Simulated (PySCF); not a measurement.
Computed properties of dibromo(difluoro)methane (CBr2F2), SMILES FC(F)(Br)Br

dibromo(difluoro)methane (CBr2F2), SMILES FC(Br)(Br)F. Geometry: PBE0-D3(BJ)/def2-SVP. The values are those of a single conformer. All values are computed for the isolated molecule unless a solvent is named; none is compared with measurement here.

**Structure.** The optimised structure has C2v symmetry. All 9 harmonic modes at PBE0-D3(BJ)/def2-SVP (PySCF) are real, so it is a minimum. With heavy atoms numbered as in [F:1][C:2]([F:3])([Br:4])[Br:5], the shortest bond between them is F1–C2 at 1.320 Å and the longest C2–Br4 at 1.935 Å.

**Vibrations.** The strongest infrared lines (harmonic, unscaled, degenerate partners summed) lie at 831 cm⁻¹ (391 km/mol, C 91 %), 1158 cm⁻¹ (321 km/mol, C 64 %, F 36 %), 1248 cm⁻¹ (204 km/mol, C 70 %, F 30 %). The softest mode is at 168 cm⁻¹ and the zero-point energy is 7.7 kcal/mol.

**Electronic structure.** ωB97X/def2-TZVP (PySCF) places the frontier levels at -10.94 and 0.55 eV, a gap of 11.49 eV, and gives a dipole moment of 0.42 D and a mean polarisability of 51.8 bohr³. PBE/def2-TZVP (PySCF) at the same geometry gives -7.24 and -2.64 eV, so its gap is 6.89 eV narrower. An orbital gap is neither the optical nor the fundamental gap.

**Excitations.** TDA-M06-2X/def2-SVPD (PySCF) has S1 at 5.41 eV (229 nm, f = 0.018, weak); the most intense of the 10 singlets computed lies at 8.40 eV (f = 0.30). T1 (TDA) is at 4.77 eV, 0.64 eV under S1. TDA-PBE/def2-SVPD (PySCF) puts S1 at 4.85 eV. No vertical singlet excitation falls in the visible range (under 3.1 eV).

**NMR.** GIAO shifts at KT2/pcSseg-1 (PySCF) (non-relativistic, atoms alike by connectivity averaged): ¹³C at 151.5 ppm against TMS; ¹⁹F at -4.8 ppm against CFCl3. Without spin–orbit terms, shifts of atoms bonded to Cl or Br come out too high.
